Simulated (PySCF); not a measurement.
Work out the structure from these simulated measurements.

Formula: C3H10SSi.

| Property | Result |
| --- | --- |
| UV, strongest line | among the 6 lowest singlet transitions: S6 at 6.99 eV (177 nm, f = 0.018) [TDDFT PBE0/def2-SVPD] |
| UV, first state | lowest singlet excitation: 5.58 eV (222 nm, f = 0.011) [TDDFT PBE0/def2-SVPD] |
| Rotational structure | rotational constants A, B, C: 4.892, 1.720, 1.567 GHz [GFN2-xTB] |
| 13C NMR | chemical shifts (computed TMS as zero) by class: 39.5 (1 C), 26.6 (1 C), 13.0 (1 C) ppm [GIAO PBE0/pcSseg-1] |
| Dipole | 1.65 D [PBE0/def2-SVPD] |
| Triplet | lowest triplet excitation (Tamm–Dancoff): 5.25 eV [TDA PBE0/def2-SVPD] |
| NMR, other nuclei | isotropic shieldings of nuclei other than C and H, by class: 405 (1 Si), 704 (1 S) ppm [GIAO PBE0/pcSseg-1] |
| Polarisability | 85.5 au [PBE0/def2-SVPD] |

Gas-phase values; electronic properties from PySCF, density fitting. Levels stand in brackets. The structure is a single GFN2-xTB conformer in the gas phase; no vibrational or solvent corrections. Each NMR value is the plain mean over a class of atoms that symmetry, rotation or inversion makes alike.

Q: Give a SMILES that accounts for the data.

A: Numbering: `[CH3:1][CH2:2][CH2:3][S:4][SiH3:5]`. Its formula, C3H10SSi, gives 0 degrees of unsaturation, so no ring and no π bond. 3 carbons fall into 3 classes; from least to most shielded: sp3 carbon bound to sulfur [C3] (39.5 ppm), chain CH2 carbon [C2] (26.6 ppm), methyl carbon [C1] (13.0 ppm). The other shieldings belong to: 405 ppm, SiH3 silicon [Si5]; 704 ppm, sulfur bonded to C and Si [S4]. The optimised geometry has point group C1 and is an asymmetric top. Structure: `CCCS[SiH3]`. Computed isomers that give other values at the same levels: `CC(C)S[SiH3]` (13C chemical shifts (computed TMS as zero) by class: 44.7 (1 C), 28.1 (2 C) ppm). The assignments are read from this structure; whether some other isomer fits the data as well wasn't checked.

Shape of the structure used: `[CH3:1][CH2:2][CH2:3][S:4][SiH3:5]`: C1–C2–C3–S4 61°, C2–C3–S4–Si5 69°.
